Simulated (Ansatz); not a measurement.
`O[SiH2][TeH]` + `C#C[Si](Cl)(Cl)Cl` → `Cl[Si](Cl)(Cl)[TeH]` + `C#C[SiH2]O` at 500 K and 1 bar (redistribution).

Program: Ansatz. Geometries: PBE0-D4/def2-TZVP. ΔE: electronic, gas phase. CCSD(T)/CBS is the MP2 limit (def2-TZVPP, def2-QZVPP) plus CCSD(T) − MP2 in def2-TZVPP, frozen cores. def2 core potentials past Kr. For Te outer-core shells are correlated without core-valence functions, which leaves a few kJ/mol of doubt a bond. Each species was taken in one conformer, which may not be the lowest.

```
              species  CCSD(T)/CBS energy (Eh)  H − E (kJ/mol)  S (J/(mol·K))
       `O[SiH2][TeH]`               -634.44375           137.5          378.1
  `C#C[Si](Cl)(Cl)Cl`              -1745.22500           112.5          424.4
`Cl[Si](Cl)(Cl)[TeH]`              -1936.91665            79.6          449.0
         `C#C[SiH2]O`               -442.75166           170.6          362.2
```

H − E and S are ideal-gas, rigid-rotor, harmonic terms from PBE0-D4/def2-TZVP, for one conformer and one mirror image of each species. 1 Eh = 2625.50 kJ/mol, R = 8.31446 J/(mol·K).

Task: By hand: ΔE, ΔH, ΔS and ΔG.

Result: ΔE = (-1936.91665) + (-442.75166) − (-634.44375) − (-1745.22500) = 0.00044 Eh = 1.2 kJ/mol. Δ(H − E) = 79.6 + 170.6 − 137.5 − 112.5 = 0.2, so ΔH = 1.4 kJ/mol. ΔS = 449.0 + 362.2 − 378.1 − 424.4 = 8.7 J/(mol·K). ΔG = 1.4 − 500 × (8.7)/1000 = -2.9 kJ/mol.

Task: By hand: the equilibrium constant, and the temperature at which ΔG would vanish if ΔH and ΔS stayed fixed.

Result: log₁₀ K = −ΔG/(RT ln 10) = 0.3. ΔG = 0 at ΔH/ΔS = 161 K, though so small a ΔH makes that figure unsure.

TΔS isn't small against ΔH here. The sign of ΔG lies within the doubt. A doubt of 5 kJ/mol in ΔE shifts log₁₀ K by 0.5 here. Other conformers and mirror images would add mixing entropy, several J/(mol·K) or more a flexible species. These are equilibria of isolated gas molecules and say nothing of rates. Largest T1 diagnostic: 0.012 (customary marks: 0.02 for closed shells, 0.045 for open ones).
